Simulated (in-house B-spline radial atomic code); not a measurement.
The numbers below are computed, except where a source is named.
# Correlation energy from the adiabatic connection: ω²r²/2 − Z/r, ω = 3.73, Z = -0.5

Two electrons in a singlet, external potential ω²r²/2 − Z/r, ω = 3.73, Z = -0.5 (atomic units). Full CI in B-splines (partial waves to l = 8, correlation up to 0.6 % small) with the density held fixed gives W(λ) = <V_ee>_λ − U, and E_c is the integral of W(λ) − W(0) from 0 to 1.

```json
{"λ": "0", "W(λ) − W(0) (hartree)": "0.00000"}
{"λ": "0.02", "W(λ) − W(0) (hartree)": "-0.00204"}
{"λ": "0.05", "W(λ) − W(0) (hartree)": "-0.00508"}
{"λ": "0.12", "W(λ) − W(0) (hartree)": "-0.01204"}
{"λ": "0.25", "W(λ) − W(0) (hartree)": "-0.02455"}
{"λ": "0.4", "W(λ) − W(0) (hartree)": "-0.03833"}
{"λ": "0.6", "W(λ) − W(0) (hartree)": "-0.05568"}
{"λ": "0.8", "W(λ) − W(0) (hartree)": "-0.07193"}
{"λ": "1", "W(λ) − W(0) (hartree)": "-0.08718"}
```

Problem. Integrate the table by the trapezoid rule.

Solution. The strips give -0.00002, -0.00011, -0.00060, -0.00238, -0.00472, -0.00940, -0.01276, -0.01591, which sum to -0.04589 hartree. The direct value, W(1) − W(0) + T_c with T_c = 0.04122, is -0.04596; the curve is convex, so chords lie above it and the trapezoids fall short in size by 0.15 %.

Problem. Now use only three numbers: W(0) = -1.4154, the initial slope W'(0) = -0.1024 (extrapolated from the first points) and the strong-coupling limit of the point-charge-plus-continuum model, W∞ = -1.9272. What do second-order theory and the interpolation W(λ) = W∞ + (W(0) − W∞)/√(1 + 2χλ) of Seidl, Perdew and Levy give?

Solution. Second order keeps the slope alone: E_c = W'(0)/2 = -0.05120, +11 % in size against -0.04596. Matching the slope fixes χ = W'(0)/(W∞ − W(0)) = -0.1024/(-0.51180) = 0.20008. Integrating, with s = √(1 + 2χ) = 1.183282, E_c = −(W(0) − W∞)(s − 1)/(s + 1) = −0.51180 × 0.183282/2.183282 = -0.04296 hartree, -6.5 % in size against the full result. At λ = 1 the formula gives W − W(0) = -0.07927 against -0.08718. Part of the miss can come from the model's W∞.
